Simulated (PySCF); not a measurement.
What binds SrCl: the parts of the energy along the bond

State: ²Σ⁺, doublet, unpaired electrons σ ↑. ROHF-based CCSD(T) in PySCF 2.14 with Sr cc-pwCVDZ-X2C, Cl aug-cc-pVDZ-DK and Sr cc-pwCVTZ-X2C, Cl aug-cc-pVTZ-DK (frozen core orbitals: 19; spin-free X2C with a Gaussian nucleus). Correlation energies are extrapolated as n⁻³ (n = 2, 3), Hartree–Fock as (n+1)·exp(−9√n). All energies in eV from Sr + Cl.

```csv
R (Å),HF/CBS,CCSD corr.,(T),total
2.2646,-2.975,-0.490,-0.0678,-3.533
2.3675,-3.456,-0.408,-0.0601,-3.924
2.4705,-3.727,-0.343,-0.0543,-4.124
2.5734,-3.847,-0.292,-0.0500,-4.189
2.6763,-3.863,-0.252,-0.0468,-4.162
2.8050,-3.784,-0.214,-0.0440,-4.042
2.9337,-3.635,-0.185,-0.0422,-3.863
```

A fit to the total gives Re = 2.5886 Å, De = 4.190 eV, ωe = 298.6 cm⁻¹, Be = 0.1006 cm⁻¹ (masses 87.9056 and 34.9689 u).

Q: At R = 2.5734 Å the CCSD correlation energy is -0.316054 hartree in the smaller basis and -0.438009 in the larger. Extrapolate it.

A: (3³·E3 − 2³·E2)/(3³ − 2³) = -0.48936 hartree; the larger basis holds 89.5 % of it.

The T1 diagnostic is 0.016. The state was picked by a PBE0 search and need not be the measured ground state. Spin–orbit coupling, excitations beyond (T) and corrections to the Born–Oppenheimer picture are left out.
